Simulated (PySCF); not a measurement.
bromo-dichloro-fluoromethane (CBrCl2F), SMILES FC(Cl)(Cl)Br.

Geometry: PBE0-D3(BJ)/def2-SVP.

Method: TDA-M06-2X/def2-SVPD (PySCF 2.14.0).

Vertical excitations. Gas-phase values at a fixed geometry. State labels are in the subgroup Cs.

| state | symmetry | energy (eV) | λ (nm) | f | main pairs |
|---|---|---|---|---|---|
| S1 | A" | 5.46 | 227 | 0.001 | HOMO→LUMO 93 % |
| S2 | A' | 5.63 | 220 | 0.005 | HOMO−1→LUMO 92 % |
| S3 | A" | 6.57 | 189 | 0.007 | HOMO−2→LUMO 77 % |
| S4 | A" | 6.93 | 179 | 0.000 | HOMO−4→LUMO 45 %, HOMO→LUMO+1 27 % |
| S5 | A' | 7.07 | 175 | 0.066 | HOMO−3→LUMO 52 %, HOMO−1→LUMO+1 11 %, HOMO−3→LUMO+1 9 % |
| S6 | A' | 7.37 | 168 | 0.005 | HOMO−5→LUMO 47 %, HOMO−2→LUMO+2 18 %, HOMO−1→LUMO+1 10 % |
| S7 | A" | 7.65 | 162 | 0.003 | HOMO→LUMO+1 46 %, HOMO−4→LUMO 34 % |
| S8 | A' | 7.78 | 159 | 0.016 | HOMO→LUMO+2 35 %, HOMO−3→LUMO 31 %, HOMO−1→LUMO+1 17 % |
| S9 | A' | 7.96 | 156 | 0.007 | HOMO−1→LUMO+1 46 %, HOMO→LUMO+2 25 %, HOMO−5→LUMO 12 % |
| S10 | A" | 7.99 | 155 | 0.004 | HOMO−2→LUMO+1 65 % |
| T1 | A" | 4.83 | 257 | 0 | HOMO→LUMO 89 % |
| T2 | A' | 4.97 | 249 | 0 | HOMO−1→LUMO 89 % |
| T3 | A" | 5.99 | 207 | 0 | HOMO−2→LUMO 58 %, HOMO−2→LUMO+1 15 % |
| T4 | A' | 6.11 | 203 | 0 | HOMO−3→LUMO 71 % |
Triplets are in the Tamm–Dancoff approximation.
